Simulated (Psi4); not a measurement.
Noncovalent pair: H2S (SMILES S) (first 3 atoms) with CH3Cl (SMILES CCl); geometry from B3LYP-D3(BJ)/def2-TZVP, rigid monomers moved along the line of their centres of mass till H3···Cl5 is 2.44 Å.
(charge 0, multiplicity 1):
```xyz
8

S     -0.31625     0.11784    -0.45730
H     -0.22978     1.43463    -0.20979
H      0.59313    -0.17891     0.48813
C     -0.87975    -0.63990     3.04129
Cl     0.91051    -0.57203     2.88004
H     -1.31107    -0.40484     2.07260
H     -1.15155    -1.64327     3.35403
H     -1.17795     0.08954     3.78791
```

The numbers are results of SAPT0/jun-cc-pV(D+d)Z run with Psi4 1.11, not measurements.

Give the four SAPT terms and the total, and say what mostly holds the pair together.

electrostatics -6.10, exchange 10.37, induction -1.92, dispersion -2.76, total -0.41 kcal/mol; the largest attraction is electrostatics.
